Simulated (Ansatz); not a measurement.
The B1–I4 bond of BH2I (SMILES BI) is stretched (multiplicity 1, the rest rigid).
Geometry at rest (charge 0, multiplicity 1):
```tsv
atom	x (Å)	y (Å)	z (Å)
B	-1.0069	-1.5282	0.2633
H	-0.6251	-2.3051	1.0692
H	-1.9865	-1.6589	-0.3861
I	0.1443	0.2190	-0.0377
```

Correlated levels freeze the cores. Filled d and f shells under p-block atoms count as core.

Programs: Ansatz (Gaussian orbitals).  In def2 rows elements past Kr take small-core potentials, without spin–orbit coupling.

Energies above the point at 2.114 Å (the B3LYP-D3(BJ) bond length), FIC-MRCISD+Q on CASSCF(6,4)/def2-TZVPP (kcal/mol): 10.90 at 1.902 Å; 6.02 at 2.325 Å; 91.26 at 6.764 Å.

Task: Take the last value as the depth D of a Morse curve D(1 − e^(−a(R − R₀)))², fit a and R₀ to the two near points, and test it at 2.854 and 3.699 Å.

Result: 
With D = 91.3, both near points (counted from the curve's value at 2.114 Å) are met by a = 1.40 Å⁻¹ and R₀ = 2.114 Å, so k = 2Da² = 360 kcal/(mol Å²). The curve then gives 38.1 and 72.6 kcal/mol; the level itself gives 39.4 and 78.4, so Morse is off by -1.3 and -5.8.

Doubts at one or more of the structures used: active orbitals that take no part (FIC-MRCISD+Q on CASSCF(6,4)/def2-TZVPP).

Ansatz is a quantum-chemistry and plane-wave program.
